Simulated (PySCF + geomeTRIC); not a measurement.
All values below come from B3LYP-D3(BJ)/def2-TZVP in PySCF + geomeTRIC. fastk is a local helper that only speeds up exchange builds. No frequencies were computed at this level.

```python
import json, numpy as np
from pyscf import gto, dft
from fastk import lowrank_exchange
atoms = """
F     -0.883800    -1.045374    -0.117877
C     -0.190490     0.006763     0.287985
F     -0.798182     1.112617    -0.112067
I      1.872472    -0.074006    -0.058041
"""
def scf(charge, spin, dm0=None):
    mol = gto.M(atom=atoms, basis='def2-tzvp', ecp={'I': 'def2-tzvp'}, charge=charge, spin=spin, verbose=3, max_memory=3780)
    mf = dft.KS(mol, xc='b3lyp').density_fit(auxbasis="def2-universal-jkfit")
    mf.disp = 'd3bj'
    mf.grids.level = 3
    mf.conv_tol = 1e-8
    mf.max_cycle = 60
    mf.kernel(dm0)
    if not mf.converged:
        mf = mf.newton().run(mf.mo_coeff, mf.mo_occ).undo_soscf()
    return mf
mf = scf(0, 1)
lowrank_exchange(mf)  # same exchange matrices as the stock routine, built faster for response steps
mo, _, stable, _ = mf.stability(return_status=True)
if not stable:
    mf.kernel(mf.make_rdm1(mo, mf.mo_occ))
del mf.get_jk
from pyscf.geomopt.geometric_solver import kernel as optimize
path = []
done, mol = optimize(mf, maxsteps=80, assert_convergence=False, callback=lambda env: path.append((env["energy"], bool(env["g_scanner"].converged))))
res = dict(converged=bool(done and path[-1][1]), energy=path[-1][0], path=[e for e, c in path], xyz=mol.atom_coords(unit="Angstrom").tolist(), nao=mol.nao)
json.dump(res, open("result.json", "w"))
```

Output:

```
converged SCF energy = -535.631312678463  <S^2> = 0.7543019  2S+1 = 2.0042973
<class 'pyscf.df.df_jk.DFUKS'> wavefunction is stable in the internal stability analysis
Geometry optimization cycle 1
converged SCF energy = -535.631312678535  <S^2> = 0.7543006  2S+1 = 2.004296
cycle 1: E = -535.631312679  dE = -535.631  norm(grad) = 0.0151333
Geometry optimization cycle 2
converged SCF energy = -535.63177106298  <S^2> = 0.75467999  2S+1 = 2.0046745
cycle 2: E = -535.631771063  dE = -0.000458384  norm(grad) = 0.00496356
Geometry optimization cycle 3
converged SCF energy = -535.631790941454  <S^2> = 0.75467102  2S+1 = 2.0046656
cycle 3: E = -535.631790941  dE = -1.98785e-05  norm(grad) = 0.00168818
Geometry optimization cycle 4
converged SCF energy = -535.631793204605  <S^2> = 0.75467308  2S+1 = 2.0046676
cycle 4: E = -535.631793205  dE = -2.26315e-06  norm(grad) = 0.000455429
Geometry optimization cycle 5
converged SCF energy = -535.631793694099  <S^2> = 0.75467395  2S+1 = 2.0046685
cycle 5: E = -535.631793694  dE = -4.89494e-07  norm(grad) = 0.000911883
Geometry optimization cycle 6
converged SCF energy = -535.631794321794  <S^2> = 0.75467358  2S+1 = 2.0046681
cycle 6: E = -535.631794322  dE = -6.27695e-07  norm(grad) = 0.00104149
Geometry optimization cycle 7
converged SCF energy = -535.63179510985  <S^2> = 0.75467338  2S+1 = 2.0046679
cycle 7: E = -535.63179511  dE = -7.88056e-07  norm(grad) = 0.000519375
<class 'geometric.internal.Distance'> : 3
<class 'geometric.internal.Angle'> : 3
<class 'geometric.internal.TranslationX'> : 1
<class 'geometric.internal.TranslationY'> : 1
<class 'geometric.internal.TranslationZ'> : 1
<class 'geometric.internal.RotationA'> : 1
<class 'geometric.internal.RotationB'> : 1
<class 'geometric.internal.RotationC'> : 1
Step    0 : Gradient = 7.567e-03/1.119e-02 (rms/max) Energy = -535.6313126785
Step    1 : Displace = 1.775e-02/2.675e-02 (rms/max) Trust = 1.000e-01 (=) Grad = 2.482e-03/3.914e-03 (rms/max) E (change) = -535.6317710630 (-4.584e-04) Quality = 0.995
Step    2 : Displace = 2.645e-03/3.586e-03 (rms/max) Trust = 1.414e-01 (+) Grad = 8.441e-04/1.003e-03 (rms/max) E (change) = -535.6317909415 (-1.988e-05) Quality = 1.125
Step    3 : Displace = 1.311e-03/1.571e-03 (rms/max) Trust = 2.000e-01 (+) Grad = 2.277e-04/2.958e-04 (rms/max) E (change) = -535.6317932046 (-2.263e-06) Quality = 0.661
Step    4 : Displace = 1.058e-03/1.524e-03 (rms/max) Trust = 2.000e-01 (=) Grad = 4.559e-04/7.047e-04 (rms/max) E (change) = -535.6317936941 (-4.895e-07) Quality = 0.303
Step    5 : Displace = 2.701e-04/3.752e-04 (rms/max) Trust = 2.000e-01 (=) Grad = 5.207e-04/8.156e-04 (rms/max) E (change) = -535.6317943218 (-6.277e-07) Quality = 0.415
Step    6 : Displace = 1.167e-03/1.701e-03 (rms/max) Trust = 2.000e-01 (=) Grad = 2.597e-04/3.610e-04 (rms/max) E (change) = -535.6317951098 (-7.881e-07) Quality = 0.442
Converged! =D
```

Cost: around 2.1 core-minutes (rough).
